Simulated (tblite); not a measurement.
Species: C₆H₉ClO.
Atom-mapped SMILES: `[CH3:1][O:2][C@@:3]12[CH2:4][C@@H:5]1[CH2:6][C@@H:7]2[Cl:8]` (hydrogens: H9, H10, H11 on C1; H12, H13 on C4; H14 on C5; H15, H16 on C6; H17 on C7)

Computed with GFN2-xTB (tblite), gas phase: Langevin dynamics at 300 K from the optimised GFN2-xTB geometry, time step 0.5 fs, friction 0.01 fs⁻¹, 2000 steps. The instantaneous temperature is 2·E(kin)/(3Nk) with all 3N coordinates.

```csv
t (fs),T (K),E(pot) above start (eV),C1–O2 (Å),O2–C3 (Å),C3–C4 (Å),C4–C5 (Å),C5–C6 (Å),C1–H9 (Å),C1–O2–C3–C4 (°)
0,259,0.000,1.418,1.375,1.503,1.501,1.525,1.094,75
25,169,0.398,1.405,1.405,1.525,1.505,1.499,1.051,70
50,232,0.456,1.391,1.383,1.518,1.507,1.509,1.071,70
75,196,0.553,1.421,1.379,1.544,1.511,1.520,1.133,77
100,237,0.339,1.463,1.359,1.549,1.509,1.550,1.132,73
125,223,0.482,1.446,1.313,1.515,1.535,1.542,1.084,62
150,236,0.511,1.422,1.339,1.512,1.530,1.544,1.066,65
175,229,0.652,1.415,1.307,1.555,1.522,1.577,1.074,54
200,307,0.491,1.466,1.386,1.576,1.465,1.522,1.111,59
225,307,0.689,1.425,1.314,1.447,1.486,1.516,1.170,61
250,332,0.714,1.442,1.384,1.511,1.457,1.592,1.162,64
275,362,0.731,1.421,1.343,1.488,1.468,1.611,1.084,54
300,319,0.759,1.399,1.402,1.449,1.476,1.544,1.062,60
325,433,0.569,1.424,1.356,1.475,1.525,1.482,1.080,58
350,298,0.868,1.456,1.375,1.584,1.527,1.489,1.081,70
375,290,0.858,1.418,1.387,1.525,1.494,1.502,1.132,82
400,331,0.623,1.424,1.401,1.547,1.514,1.569,1.097,93
425,216,0.825,1.397,1.409,1.473,1.602,1.576,1.054,101
450,371,0.545,1.403,1.397,1.490,1.481,1.480,1.081,111
475,325,0.613,1.418,1.350,1.476,1.498,1.466,1.101,105
500,216,0.777,1.439,1.384,1.526,1.460,1.548,1.085,103
525,286,0.519,1.377,1.421,1.494,1.480,1.504,1.077,101
550,323,0.489,1.398,1.412,1.519,1.527,1.523,1.080,92
575,309,0.704,1.460,1.426,1.517,1.582,1.545,1.072,78
600,382,0.658,1.399,1.352,1.521,1.532,1.490,1.102,70
625,438,0.534,1.430,1.377,1.511,1.504,1.535,1.128,57
650,237,0.822,1.482,1.377,1.535,1.512,1.590,1.104,47
675,323,0.760,1.411,1.353,1.545,1.519,1.516,1.094,55
700,278,0.597,1.412,1.384,1.475,1.488,1.509,1.089,61
725,325,0.554,1.418,1.427,1.478,1.547,1.533,1.127,67
750,318,0.600,1.382,1.340,1.488,1.536,1.520,1.111,64
775,268,0.661,1.455,1.393,1.546,1.447,1.569,1.067,68
800,313,0.552,1.454,1.363,1.506,1.500,1.566,1.037,75
825,279,0.627,1.436,1.333,1.546,1.472,1.513,1.062,78
850,291,0.513,1.436,1.385,1.481,1.480,1.528,1.129,65
875,278,0.552,1.443,1.363,1.489,1.477,1.527,1.111,67
900,309,0.686,1.435,1.357,1.459,1.445,1.520,1.072,74
925,346,0.593,1.402,1.348,1.489,1.480,1.543,1.048,79
950,229,0.651,1.457,1.385,1.507,1.535,1.487,1.112,85
975,309,0.561,1.480,1.345,1.506,1.521,1.484,1.116,85
1000,332,0.419,1.424,1.378,1.531,1.475,1.549,1.097,94
```

Question: From 500 fs on, how do temperature and potential energy compare with equipartition?

Answer: The mean temperature of these 21 frames is 304 K against the target 300 K, and the mean potential energy 0.61 eV against 45 × kT/2 = 0.58 eV for 45 classical harmonic modes. For 17 atoms in a canonical ensemble the temperature itself scatters by T·√(2/(3N)) = 59 K; here its standard deviation is 49 K. The whole run lasts only 10 friction times of 100 fs, so these averages carry a wide statistical error.

Question: What are the kinetic and total energies of the listed frame with the highest potential energy?

Answer: The one at 350 fs, 0.868 eV above the start. Its kinetic energy is 3NkT/2 = 0.655 eV at 298 K, so the sum is 1.52 eV; over the listed frames the sum runs from 0.57 to 1.53 eV, since the thermostat adds and removes energy.

Question: How much do the listed bonds fluctuate from 500 fs on?

Answer: 
| bond | at the start (Å) | mean (Å) | standard deviation (Å) |
| --- | --- | --- | --- |
| C1–O2 | 1.418 | 1.430 | 0.029 |
| O2–C3 | 1.375 | 1.376 | 0.027 |
| C3–C4 | 1.503 | 1.508 | 0.025 |
| C4–C5 | 1.501 | 1.501 | 0.034 |
| C5–C6 | 1.525 | 1.528 | 0.027 |
| C1–H9 | 1.094 | 1.091 | 0.025 |

The motion is classical and holds no zero-point motion.

The cost below is that of the whole dynamics run. The run took 44 s of wall time on Intel Xeon at 2.50 GHz, one thread, no GPU, shared host, and the process peaked at 0.18 GiB of memory.
